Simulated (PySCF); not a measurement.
Compound: C6H12NOP.
Cartesian coordinates in Å at the PBE0-D3(BJ)/def2-SVP level; atoms count from 1:
```
atom  x, y, z in Å
C1     2.597   -0.929    0.323
N2     1.419   -0.592   -0.452
P3     0.895    1.083   -0.351
C4    -0.072    0.991    1.232
C5    -1.065   -0.168    1.322
C6    -2.089   -0.174    0.208
O7    -3.276   -0.208    0.430
C8    -1.542   -0.179   -1.204
C9    -0.558    0.955   -1.497
H10    2.866   -1.982    0.152
H11    2.379   -0.831    1.399
H12    3.489   -0.306    0.109
H13    1.550   -0.844   -1.431
H14   -0.583    1.966    1.323
H15    0.641    0.954    2.073
H16   -0.500   -1.113    1.244
H17   -1.610   -0.160    2.277
H18   -2.400   -0.150   -1.892
H19   -1.025   -1.145   -1.339
H20   -0.177    0.880   -2.530
H21   -1.063    1.935   -1.441
```

All values: PBE0/pcSseg-1 (PySCF, non-relativistic), on one gas-phase PBE0-D3(BJ)/def2-SVP geometry that isn't relaxed in the solvent. The solvent is an IEF-PCM continuum (van der Waals radii × 1.2). Specific hydrogen bonds and non-electrostatic terms are outside this model.

Gas phase at PBE0/pcSseg-1: HOMO -6.09 eV, LUMO -0.37 eV, dipole 3.33 D.

Question: What does the continuum do to the energy, the frontier levels and the dipole at PBE0/pcSseg-1 in methanol and dimethylsulfoxide?

Answer: 
```csv
solvent,ε,E(solvent) − E(gas) (kJ/mol),polarisation term (kJ/mol),distortion of the solute (kJ/mol),HOMO (eV),LUMO (eV),dipole (D)
methanol,32.61,-34.20,-39.49,5.29,-5.94,-0.43,4.16
dimethylsulfoxide,46.83,-34.75,-40.21,5.46,-5.94,-0.43,4.17
```

The first energy column is the sum of the next two and covers electrostatics alone. From methanol to dimethylsulfoxide the lowering changes by a factor 1.02, Onsager's factor (ε − 1)/(2ε + 1) by 1.01 and ε itself by 1.4.

Question: Which radius a makes the point-dipole formula ΔE = −[(ε − 1)/(2ε + 1)]·μ²/a³ give the value in dimethylsulfoxide, with the gas-phase dipole?

Answer: μ = 1.312 au and |ΔE| = 0.01324 Eh give a = 2.11 Å; the farthest nucleus lies 3.51 Å from the centroid of the nuclei, so such a sphere wouldn't even hold the nuclei. The formula assumes a rigid point dipole at the centre of a sphere.

Question: Give the dipole vector in the frame of the coordinates (D, pointing from negative to positive charge), gas and dimethylsulfoxide.

Answer: Gas (3.17, -0.53, -0.90), solvent (3.93, -0.66, -1.22). Its length changes by +25 % and its direction by 1°.

Question: Which Hirshfeld charges (PBE0/pcSseg-1) respond most in dimethylsulfoxide (means over atoms taken as equivalent)?

Answer: 
```csv
atoms,environment,gas (e),solvent (e),change
O7,ketone oxygen,-0.245,-0.291,-0.046
P3,three-coordinate phosphorus,+0.177,+0.160,-0.017
H13,N–H hydrogen,+0.110,+0.121,+0.011
H14/H15/H20/H21,methylene hydrogen,+0.042,+0.048,+0.006
C6,ketone carbonyl carbon,+0.168,+0.173,+0.005
C4/C9,sp3 carbon bound to phosphorus,-0.114,-0.110,+0.004
```

Question: Which Mayer bond orders change most in dimethylsulfoxide?

Answer: 
```json
{"bond": "C6–O7", "length (Å)": "1.209", "gas": "2.033", "solvent": "1.981", "change": "-0.052"}
{"bond": "N2–P3", "length (Å)": "1.758", "gas": "0.876", "solvent": "0.889", "change": "+0.013"}
{"bond": "C5–C6", "length (Å)": "1.513", "gas": "0.981", "solvent": "0.993", "change": "+0.012"}
{"bond": "C6–C8", "length (Å)": "1.515", "gas": "0.979", "solvent": "0.991", "change": "+0.012"}
{"bond": "N2–H13", "length (Å)": "1.019", "gas": "0.925", "solvent": "0.917", "change": "-0.008"}
{"bond": "C8–C9", "length (Å)": "1.531", "gas": "0.991", "solvent": "0.998", "change": "+0.007"}
{"bond": "C9–H20", "length (Å)": "1.103", "gas": "0.944", "solvent": "0.937", "change": "-0.007"}
{"bond": "C4–C5", "length (Å)": "1.528", "gas": "0.991", "solvent": "0.997", "change": "+0.006"}
```

On an Arm Neoverse V2 with one thread, no GPU (shared host), this took 45 s of wall time and 1.3 GiB of memory at its peak. This is the whole shielding run at PBE0/pcSseg-1 in dimethylsulfoxide, SCF included.
